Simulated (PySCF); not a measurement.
Coordinates in bohr (charge 0 multiplicity 1):
```
Hf    0.0000    0.0000   -0.2978
S     0.0000    0.0000    3.9445
F     3.3023    0.0000   -1.8783
F    -3.3023    0.0000   -1.8783
```

These are results of PBE in PySCF with Hf def2-SVP with ECP60, S def2-SVP, F def2-SVP; scalar-relativistic core potentials, no spin–orbit coupling; density-fitted integrals, not measurements.

This geometry of HfSF2 is a stationary point at this level.

(1) What is the point group?

(2) Is it a minimum?

(3) Which band is strongest in the infrared?

(4) What are the dipole moment and the gap between the highest occupied and lowest empty levels?

Answers

(1) C2v.

(2) No: it has 1 imaginary mode, at 76i cm⁻¹ (b1).

(3) 639 cm⁻¹ (b2), 124 km/mol.

(4) 3.02 D and 1.22 eV.

Other isomers or separated fragments may lie lower. At this level a singlet minimum of Cs symmetry lies 16 kJ/mol below this structure. With an element this heavy the missing spin–orbit coupling can shift these numbers.
